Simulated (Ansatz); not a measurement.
Species: [Hf(CH3)3(H)] (charge 0, multiplicity 1).

### Question
Give a relaxed geometry from r2SCAN-D4/def2-SVP run with Ansatz (a first-principles code).

### Answer
the end point of this relaxation.
Z-matrix (Å, degrees):
```
Hf
H 1 1.8734
C 1 2.2027 2 108.92
H 3 1.1060 1 114.03 2 -119.99
H 3 1.1061 4 107.53 1 127.20
H 3 1.1104 4 107.10 5 114.81
C 1 2.2028 2 108.93 6 120.74
H 7 1.1060 1 114.04 2 -119.75
H 7 1.1061 8 107.53 1 127.16
H 7 1.1104 8 107.10 9 114.81
C 1 2.2028 2 108.93 6 -119.25
H 11 1.1060 1 114.06 2 -120.35
H 11 1.1061 12 107.53 1 127.15
H 11 1.1104 12 107.11 13 114.81
```
